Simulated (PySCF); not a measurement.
Mo(NH)2(Cl)(Br) (BrClH₂MoN₂), SMILES [Mo]([Cl])(=[NH])([Br])=[NH], multiplicity 1. Coordinates come from a PBE0-D3(BJ)/def2-SVP optimisation. The spin state was assumed, not searched. The structure was generated by enumeration; whether it is a known compound was not checked. The def2 effective core potentials stand for the cores of Mo; spin–orbit coupling is left out.

Computed equilibrium geometry at PBE0-D3(BJ)/def2-SVP (PySCF confirms it by a frequency run) as a Z-matrix, and its point group:
point group Cs.
```
Mo
N 1 1.7085
H 2 1.0194 1 154.23
N 1 1.7085 2 108.47 3 -0.60
H 4 1.0194 1 154.23 2 0.60
Cl 1 2.2834 2 108.06 3 -117.51
Br 1 2.4290 2 107.35 3 115.11
```
